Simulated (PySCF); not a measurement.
Compound: CH5BFNO.
Atom-mapped SMILES: `[NH2:1][BH:2][O:3][CH2:4][F:5]` (hydrogens: H6, H7 on N1; H8 on B2; H9, H10 on C4)

Method: PBE0-D3(BJ)/def2-SVP geometry optimisation, gas phase (PySCF); density fitting, grid level 1; the optimiser is geomeTRIC in internal coordinates, started from a GFN2-xTB structure with every atom displaced at random (about 0.01 Å).

At the end of the run (lengths in Å): B2–H8 1.208, O3–C4 1.366, N1–B2 1.397, C4–H10 1.101, B2–O3 1.382, N1–H6 1.010, C4–F5 1.375, B2–O3–C4 122.1°, O3–C4–F5 111.6°, N1–B2–O3 122.7°, N1–B2–O3–C4 10°, B2–O3–C4–F5 -60°, H8–B2–O3–C4 -169°, H9–C4–O3–B2 60°.

Task: These geometries were met on the way; a selection of coordinates is given. Order them by energy above the end point, lowest first.
A. B2–H8 1.212, O3–C4 1.362, N1–B2 1.400, C4–H10 1.110, B2–O3 1.389, N1–H6 1.007, C4–F5 1.368, B2–O3–C4 122.4°, O3–C4–F5 113.3°, N1–B2–O3 123.7°, N1–B2–O3–C4 13°, B2–O3–C4–F5 -57°, H8–B2–O3–C4 -166°, H9–C4–O3–B2 64°
B. B2–H8 1.207, O3–C4 1.367, N1–B2 1.397, C4–H10 1.101, B2–O3 1.384, N1–H6 1.011, C4–F5 1.374, B2–O3–C4 122.7°, O3–C4–F5 111.4°, N1–B2–O3 123.1°, N1–B2–O3–C4 10°, B2–O3–C4–F5 -58°, H8–B2–O3–C4 -169°, H9–C4–O3–B2 62°
C. B2–H8 1.147, O3–C4 1.404, N1–B2 1.365, C4–H10 1.075, B2–O3 1.357, N1–H6 1.033, C4–F5 1.387, B2–O3–C4 125.7°, O3–C4–F5 110.1°, N1–B2–O3 122.9°, N1–B2–O3–C4 4°, B2–O3–C4–F5 -55°, H8–B2–O3–C4 -176°, H9–C4–O3–B2 62°

Result: B (0.002 eV), A (0.014 eV), C (0.180 eV).

| step | E above end (eV) | rms distance from the end, all atoms (Å) | largest force (eV/Å) | rms shift of all bonds from the end (Å) |
| --- | --- | --- | --- | --- |
| 3 | 0.002 | 0.018 | 0.101 | 0.001 |
| 1 | 0.014 | 0.059 | 0.737 | 0.005 |
| 0 | 0.180 | 0.075 | 2.705 | 0.030 |

Rows stand in the order of the answer.
